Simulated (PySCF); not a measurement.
This PySCF input asks for the NMR shieldings of SMILES F[C@@H]1C[SiH2]CSSC1, C4H9FS2Si; the geometry comes from GFN2-xTB.

```python
import basis_set_exchange as bse
import numpy as np
from pyscf import gto, dft
from pyscf.prop import nmr

atoms = """
F    -1.620273   -0.712722    1.636156
C    -1.489255   -0.744304    0.259016
C    -0.100984   -1.252300   -0.100691
Si    1.349602   -0.351420    0.763548
C     2.037190    0.943868   -0.465594
S     0.718973    1.921654   -1.270889
S    -0.719647    1.990711    0.152855
C    -1.851720    0.621648   -0.306217
H    -2.255403   -1.457737   -0.085551
H    -0.055834   -2.304439    0.181036
H     0.002634   -1.206852   -1.185300
H     2.434850   -1.321444    0.947726
H     0.969395    0.260143    2.030838
H     2.712280    1.642910    0.022816
H     2.577588    0.473026   -1.284150
H    -2.820010    0.930109    0.087365
H    -1.896383    0.579179   -1.392875
"""
names = dict.fromkeys(["F", "C", "Si", "S", "H"], "pcSseg-1")
basis = {el: gto.basis.parse(bse.get_basis(n, elements=[el], fmt="nwchem")) for el, n in names.items()}
mol = gto.M(atom=atoms, basis=basis, charge=0, verbose=0)
mf = dft.RKS(mol, xc="PBE0")
mf.grids.level = 2
mf.grids.alignment = dft.numint.BLKSIZE   # the property module wants whole blocks of grid points
mf.conv_tol = 1e-9
mf.kernel()

calc = nmr.RKS(mf)   # GIAO
C = mf.mo_coeff
Co = C[:, mf.mo_occ > 0]
resp = mf.gen_response(singlet=True, hermi=2)
def vind(x):   # induced exchange potential for any number of trial vectors
    d = np.einsum("pi,xij,qj->xpq", C, 2 * x.reshape(-1, C.shape[1], Co.shape[1]), Co, optimize=True)
    return np.einsum("xpq,pi,qj->xij", resp(d - d.transpose(0, 2, 1)), C, Co, optimize=True).ravel()
mo1, _ = nmr.rhf.solve_mo1(calc, with_cphf=vind)
sigma = calc.kernel(mo1)
for i, s in enumerate(sigma):   # ppm
    w = np.linalg.eigvalsh((s + s.T) / 2)
    print("%2d %-2s iso %8.1f  s11 %8.1f  s22 %8.1f  s33 %8.1f" % (i, mol.atom_pure_symbol(i), w.mean(), *w))
```

**Question.** What does it print?

**Answer.** 
```
 0 F  iso    365.5  s11    327.2  s22    363.0  s33    406.3
 1 C  iso     95.1  s11     62.4  s22     81.5  s33    141.6
 2 C  iso    166.2  s11    151.2  s22    162.8  s33    184.4
 3 Si iso    400.4  s11    345.1  s22    407.0  s33    449.3
 4 C  iso    160.6  s11    123.2  s22    165.4  s33    193.2
 5 S  iso    443.2  s11    259.7  s22    395.6  s33    674.3
 6 S  iso    479.6  s11    310.8  s22    448.7  s33    679.3
 7 C  iso    126.9  s11    108.7  s22    123.3  s33    148.6
 8 H  iso     26.3  s11     23.7  s22     24.4  s33     30.6
 9 H  iso     30.0  s11     24.5  s22     28.1  s33     37.3
10 H  iso     30.8  s11     27.1  s22     28.9  s33     36.2
11 H  iso     27.4  s11     22.9  s22     25.5  s33     33.9
12 H  iso     26.5  s11     23.6  s22     24.7  s33     31.3
13 H  iso     28.9  s11     23.0  s22     27.5  s33     36.2
14 H  iso     29.9  s11     24.3  s22     27.0  s33     38.3
15 H  iso     28.3  s11     22.4  s22     27.0  s33     35.5
16 H  iso     29.3  s11     24.5  s22     28.4  s33     35.1
```

These numbers come from an equivalent density-fitted implementation of the same equations, which agrees with the script to about 0.01 ppm for H and up to a few tenths of a ppm for heavy atoms, so last digits may differ.

**Question.** Turn these shieldings into chemical shifts. Scale: 19F (170.95 ppm) vs CFCl3; TMS for 13C (186.93 ppm), 29Si (349.16 ppm), 1H (31.72 ppm); 33S (503.73 ppm) vs CS2 (reference shieldings calculated alike).

**Answer.** Averaging equivalent atoms: F 0: -194.6; C 1: 91.8; C 7: 60.1; C 4: 26.3; C 2: 20.8; Si 3: -51.3; S 5: 61; S 6: 24; H 8: 5.45; H 12: 5.18; H 11: 4.29; H 15: 3.45; H 13: 2.83; H 16: 2.37; H 14: 1.85; H 9: 1.75; H 10: 0.96 ppm. Unscaled 19F shifts against computed CFCl3 carry errors that often reach 10 to 50 ppm.

Size and cost of the density-fitted run: 202 basis functions, 58 s wall time on 1 thread of an Intel Xeon, shared host; peak memory 0.92 GiB.
